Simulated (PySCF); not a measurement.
# XPS shifts beside NMR shieldings

Ethyl methacrylate, C6H10O2.
SMILES with atom numbers: `[CH2:1]=[C:2]([CH3:3])[C:4](=[O:5])[O:6][CH2:7][CH3:8]`

Structure used (PBE0-D3(BJ)/def2-SVP), in Å, numbered top down from 1:
```xyz
18
C6H10O2 angstrom
C      1.8039    1.1599    0.6480
C      1.6466    0.0791   -0.1271
C      2.7598   -0.6261   -0.8341
C      0.2970   -0.5221   -0.3374
O      0.1111   -1.5142   -0.9992
O     -0.6880    0.1398    0.2776
C     -2.0010   -0.3851    0.1090
C     -2.9623    0.5239    0.8295
H      2.7921    1.5996    0.8072
H      0.9487    1.6266    1.1393
H      2.8284   -1.6737   -0.5026
H      3.7226   -0.1298   -0.6540
H      2.5713   -0.6617   -1.9181
H     -2.0301   -1.4135    0.5049
H     -2.2242   -0.4561   -0.9676
H     -2.9246    1.5423    0.4157
H     -2.7234    0.5791    1.9018
H     -3.9898    0.1465    0.7245
```

Binding energies: delta-SCF UKS SCAN, pcX-2 on the ionised atom, pcseg-1 elsewhere, spin-free X2C in PySCF 2.14.0. Shieldings: GIAO PBE0/pcSseg-1, non-relativistic, same geometry.

| atom | isotropic shielding (ppm) |
| --- | --- |
| C1 | 51.2 |
| C2 | 39.4 |
| C3 | 163.0 |
| C4 | 14.5 |
| C7 | 123.2 |
| C8 | 169.1 |

Task: What are the C 1s binding energies of these atoms?

Result: 
| atom | environment | C 1s (eV) | isotropic shielding (ppm) |
| --- | --- | --- | --- |
| C1 | terminal =CH2 carbon | 290.30 | 51.2 |
| C3 | allylic carbon | 290.81 | 163.0 |
| C2 | fully substituted alkene carbon | 290.98 | 39.4 |
| C8 | methyl carbon | 291.01 | 169.1 |
| C7 | sp3 carbon bound to oxygen | 292.38 | 123.2 |
| C4 | ester carbonyl carbon | 294.13 | 14.5 |

Task: Among the listed atoms, is the one with the highest binding energy also the least shielded?

Result: Yes: C4 has both (294.13 eV, 14.5 ppm).

Over these 6 sites the two quantities correlate at r = -0.40. By binding energy: C1 < C3 < C2 ≈ C8 < C7 < C4. By shielding: C4 < C2 < C1 < C7 < C3 < C8.

Geometry: PBE0-D3(BJ)/def2-SVP, one conformer, isolated molecule.
